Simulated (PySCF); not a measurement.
Geometries of 2 isomers of FH6PSi2, from PBE0-D3(BJ)/def2-SVP geometry optimisation, gas phase in PySCF 2.14.0. One conformer each, no zero-point energy, no frequencies.

Problem. Which isomer lies lower at this level?
A.
```xyz
10
angstrom
F      2.908    0.392   -0.498
Si     1.671   -0.354    0.262
Si    -0.327    0.719   -0.322
P     -2.019   -0.363    0.742
H      1.659   -1.785   -0.165
H      1.911   -0.282    1.733
H     -0.302    2.127    0.181
H     -0.480    0.745   -1.810
H     -1.967   -1.490   -0.135
H     -3.043    0.291   -0.008
```
B.
```xyz
10
angstrom
F      1.239   -0.788    1.236
Si     1.520   -0.233   -0.273
P     -0.120    1.099   -1.020
Si    -1.831    0.001   -0.014
H      2.800    0.527   -0.248
H      1.611   -1.416   -1.171
H      0.044    2.087   -0.001
H     -1.802   -1.404   -0.520
H     -1.742    0.007    1.475
H     -3.108    0.647   -0.436
```

Solution. B. That is `[SiH2](F)P[SiH3]`, 7.8 kcal/mol below the other.

```tsv
SMILES	atoms numbered as above	E (Eh)	relative (kcal/mol)	relative (kJ/mol)	dipole (D)
F[SiH2]P[SiH3]	[F:1][SiH2:2][PH:3][SiH3:4]	-1023.01220	0.0	0.0	0.50
F[SiH2][SiH2]P	[F:1][SiH2:2][SiH2:3][PH2:4]	-1022.99975	7.8	32.7	1.43
```

As drawn, the higher has an Si–Si bond, which the lower lacks.
